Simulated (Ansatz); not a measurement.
`C#[C][GeH]([CH3])[F]`, relaxed with RKS PBE0-D4/def2-TZVP in Ansatz 0.2.0 from a PBE-D4/def2-SVP geometry. The force threshold is 0.005 eV/Å; the program also tests the step.

The species carries charge 0 and has multiplicity 1.

Start:

```xyz
10

C     0.521   -2.402    1.130
C     0.528   -1.400    0.420
Ge    0.512    0.180   -0.648
C    -0.816    1.444    0.006
F     0.012   -0.319   -2.266
H     0.516   -3.290    1.751
H     1.949    0.736   -0.799
H    -0.547    1.777    1.028
H    -0.869    2.325   -0.662
H    -1.806    0.949    0.039
```

```
step  energy (eV)  largest force (eV/Å)  largest move (Å)
   1  -62415.8117                 2.019             0.000
   2  -62415.8673                 0.242             0.033
   3  -62415.8702                 0.057             0.010
   4  -62415.8703                 0.013             0.004
   5  -62415.8704                 0.003             0.005
```

End:

```xyz
10

C     0.526   -2.386    1.118
C     0.519   -1.405    0.419
Ge    0.502    0.175   -0.633
C    -0.812    1.438    0.004
F     0.004   -0.316   -2.229
H     0.531   -3.261    1.728
H     1.926    0.723   -0.789
H    -0.558    1.764    1.014
H    -0.844    2.306   -0.655
H    -1.793    0.962    0.021
```

Hardware: 4 threads of an Arm Neoverse V1 on a shared host. Wall time 21 s, peak host memory 0.56 GiB.
